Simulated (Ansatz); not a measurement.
Species: CH3Cl2Si, charge 0, multiplicity 2. It need not be the lowest isomer of its formula. 
Geometry from a B3LYP-D3(BJ)/def2-TZVP (Ansatz, an electronic-structure program) optimisation:
```xyz
7

Si    -0.2186    -0.2263     0.4944
C     -2.0267    -0.2278     0.2600
Cl     0.6878    -1.3576    -0.9726
Cl     0.5023     1.6977     0.3466
H      0.1835    -0.7729     1.7979
H     -2.4983     0.2507    -0.5902
H     -2.6968    -0.7245     0.9520
```
Charge 0, spin multiplicity 2.

Basis-set convergence of Hartree-Fock and MP2 correlation energies (hartree) with Ansatz. Cores are frozen in the correlated levels unless marked. UHF or UKS for open shells. No spin-orbit coupling. Non-relativistic.

| basis | functions | E(HF) | E(corr, MP2) |
|---|---|---|---|
| cc-pV(D+d)Z | 98 | -1247.63789 | -0.47965 |
| cc-pV(T+d)Z | 189 | (withheld) | (withheld) |

Question: What belongs in the gaps?

Answer: 
- cc-pV(T+d)Z, E(HF): -1247.69728
- cc-pV(T+d)Z, E(corr, MP2): -0.63392
